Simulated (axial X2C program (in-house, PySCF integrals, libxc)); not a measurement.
Low determinants of BeGa at the PBE0 level, scalar-relativistic

All values were computed with an axial X2C code built on PySCF integrals. Spin-free means the one-electron spin-free X2C Hamiltonian. Basis: Ga dyall-cv3z [9s9p7d4f1g], Be dyall-cv3z [8s8p3d1f] (cores contracted in-house); Gaussian nuclei, density fitting, unrestricted open shells. Masses: Ga 68.926 u, Be 9.012 u.

Search at 2.422 Å (vertical energies from the lowest determinant):

```tsv
ΔE (eV)	state	electrons beyond evenly filled partner blocks	electrons in σ, π, δ, φ
0.00	M_S = 1/2, Λ = 1	π+α	18 13 4 0
0.11	M_S = 1/2, Λ = 0	σα	19 12 4 0
1.13	M_S = 3/2, Λ = 1	2 × σα, π+α	18 13 4 0
1.28	M_S = 3/2, Λ = 0	σα, π+α, π-α	17 14 4 0
1.67	M_S = 1/2, Λ = 1	2 × σα, π+β	18 13 4 0
2.15	M_S = 1/2, Λ = 0	σβ, π+α, π-α	17 14 4 0
2.19	M_S = 1/2, Λ = 0	σα, π+β, π-α	17 14 4 0
```

Lowest determinant, M_S = 1/2, Λ = 1 (beyond evenly filled blocks: π+α): Re = 2.389 Å, ωe = 354.1 cm⁻¹.

The determinant in row 2 of the search, M_S = 1/2, Λ = 0 (beyond evenly filled blocks: σα), was followed along the bond at PBE0; measured from the minimum of the lowest determinant it gives:

Te = 0.044 eV (355 cm⁻¹), Re = 2.625 Å, ωe = 292.2 cm⁻¹.

Problem. Compare the bond of the determinant in row 2 with that of the lowest one.

Solution. At PBE0 its Re is 0.236 Å longer and its force constant, which goes as ωe², is 0.68 times that of the lowest determinant. T0 ≈ Te + Δωe/2 = 355 + (-31) = 324 cm⁻¹.

The search compares states at one distance, so a state with another bond length can lie lower; it is not exhaustive and yields mostly the lowest determinant of each block pattern, so other components and higher states of one pattern are missing. These are energies of single determinants, not of spin-adapted states; PBE0 term energies can be off by some tenths of an eV, and the functional has no current term. The lowest determinant need not be the ground state where others lie within half an eV.
